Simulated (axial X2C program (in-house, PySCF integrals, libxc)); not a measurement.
Potential curves of TcP, spin-free

All values were computed with an in-house all-electron X2C program for linear molecules (integrals from PySCF). Spin-free means the one-electron spin-free X2C Hamiltonian. Basis: Tc dyall-cv3z [12s12p8d5f3g], P dyall-v3z [8s7p2d1f] (cores contracted in-house); Gaussian nuclei, density fitting, unrestricted open shells. Masses: Tc 98.907 u, P 30.974 u.

State: M_S = 2, Λ = 1 (beyond evenly filled blocks: σα, π+α, δ+α, δ-α). Energies in kJ/mol from the fragments at the same level (Tc + P). Fits are polynomials in 1 − R0/R over 0.85 to 1.23 times the lowest point R0.

| R (Å) | TPSS | BLYP | PBE0 |
| --- | --- | --- | --- |
| 1.8331 | -227.87 | -218.39 | -189.06 |
| 1.9174 | -300.64 | -294.13 | -256.78 |
| 1.9806 | -331.94 | -327.64 | -285.11 |
| 2.0438 | -348.24 | -346.13 | -299.29 |
| 2.1070 | -353.04 | -353.08 | -302.93 |
| 2.1807 | -347.88 | -350.32 | -297.64 |
| 2.2545 | -334.44 | -339.10 | -285.16 |
| 2.3493 | -309.43 | -316.57 | -262.33 |
| 2.4652 | -272.46 | -282.05 | -228.53 |
| 2.6338 | -214.98 | -227.29 | -175.47 |
| 2.8655 | -140.09 | -155.17 | -105.98 |
| 3.1605 | -61.02 | -78.21 | -31.39 |

The state is one determinant whose occupation by symmetry is held fixed; it was picked as the lowest of a PBE0 search that is not exhaustive. Dissociation energies refer to the lowest single-determinant-based atoms at the same level and basis. PBE0 can misorder states that lie within some tenths of an eV, so this need not be the ground state of the molecule. The nearest other spin-free determinant of the search, M_S = 1, Λ = 0, lies 0.21 eV up at the distance of the search. Without a current term, density functionals place determinants with orbital angular momentum somewhat too high. At some level and bond length an empty orbital lies below a filled one. The determinant is spin-polarised beyond a pure state at some levels (its spin-free form has ⟨S²⟩ too high), which makes Re and μ there less reliable.

(1) Fit the TPSS curve near its minimum: give the equilibrium distance, the harmonic wavenumber and the well depth.

(2) What are Re, ωe and De at the BLYP level?

(3) What are Re, ωe and De at the PBE0 level?

Answers

(1) At TPSS, spin-free: Re = 2.107 Å, ωe ≈ 507 cm⁻¹, De = 3.66 eV to Tc + P; Be follows as 0.161 cm⁻¹.

(2) At BLYP, spin-free: Re = 2.123 Å, ωe ≈ 491 cm⁻¹, De = 3.66 eV to Tc + P; Be follows as 0.159 cm⁻¹.

(3) At PBE0, spin-free: Re = 2.102 Å, ωe ≈ 484 cm⁻¹, De = 3.14 eV to Tc + P; Be follows as 0.162 cm⁻¹.
